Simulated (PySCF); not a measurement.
Identify the compound

Molecular formula: C₂H₈FPSi₂. Simulated spectra:

¹H NMR (500 MHz, computed): δ 7.50 (m, 1H), 6.71 (m, 1H), 5.79 (m, 1H), 4.22 (d, 3H), 1.23 (m, 2H).

¹³C{¹H} NMR (computed): δ 163.9, 154.5.

Gas phase, relativity neglected, equivalent nuclei averaged, one computed conformer. Shielding tensors at PBE0/pcSseg-1 (GIAO); geometry from GFN2-xTB; PySCF 2.14.0 with density-fitted response routines.

References, each an isolated molecule treated in the same way: TMS for ¹H (σ = 31.72 ppm), ¹³C (σ = 186.93 ppm).

What is the structure?

Results:


1. 2 carbon signals for 2 carbons: no two carbons are equivalent.
2. Carbon types of the structure: 2 × CH, leaving 6 H on heteroatoms.
3. δC 163.9, 154.5: alkene CH; as expected for a trigonal carbon in a double bond.
4. δH 7.50, 6.71: hydrogen on an alkene CH; attached to an sp2 carbon and in the plane of the double bond.
5. δH 5.79: hydrogen on a silicon bonded to C, F, P.
6. δH 4.22: hydrogen on a silicon bonded to C.
7. δH 1.23: hydrogen on a phosphorus bonded to Si.

The compound is `P[Si@H](F)/C=C/[SiH3]`.

The data come from this structure; uniqueness wasn't tested.

Splittings by ¹⁹F and ³¹P in the carbon and heteronuclear signals aren't shown, as no couplings were computed. Shifts are as computed. Against solution values, carbons near 30 ppm lie about +3 ppm off and those near 130 ppm about +5 ppm. Of 1211 compounds with measured shifts, 218 miss one by over three times the rms of a fit or turn the order of signals round; such compounds aren't used in these exercises. Multiplicities follow the n + 1 count of equivalent neighbours, as no J values were calculated; m marks all less simple cases, F and P coupling included.
